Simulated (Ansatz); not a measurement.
Compare A (`[SiH3]OCS`) with its isomer B (`C[SiH](O)S`).

Gas-phase electronic energies from Ansatz, PBE0-D4/def2-TZVP geometries. CCSD(T)/CBS adds triple-zeta CCSD(T) − MP2 to the extrapolated MP2 energy (def2 sets, frozen cores). DFT in def2-TZVPP. B3LYP here is the variant with VWN-RPA as its local correlation; programs differ in this. Each species was taken in one conformer, which may not be the lowest.

(1) Which is lower in electronic energy at CCSD(T)/CBS, and by how much? (Estimate.)

(2) Give E(B) − E(A) in kcal/mol with ωB97M-V, PBE-D4, B2PLYP, CCSD/def2-TZVPP, B3LYP, BLYP-D4, PBE0-D4. (Best estimate.)

(3) Does the order hold for the free energy at 298.15 K (harmonic terms from PBE0-D4)? (Best estimate.)

Largest T1 diagnostic: 0.012.

## Answers

(1) Ansatz gave: B, by 53.9 kcal/mol.

(2) The calculation gave: ωB97M-V -53.6, PBE-D4 -52.7, B2PLYP -52.3, CCSD/def2-TZVPP -52.5, B3LYP -50.8, BLYP-D4 -50.1, PBE0-D4 -53.8. None reverses the order clearly.

(3) The calculation gave: Yes: G(B) − G(A) = -51.2 kcal/mol, for one conformer each. Modes under 60 cm⁻¹, often nearly free rotors, make the harmonic entropy too high.

In def2-TZVPP, CCSD(T) changes the Hartree–Fock value by −3.0 kcal/mol (the triples alone add −0.1 kcal/mol) and MP2 by −5.5 kcal/mol. At CCSD(T), def2-SVP lies +7.5 kcal/mol from the extrapolated value and def2-TZVPP +1.3 kcal/mol.
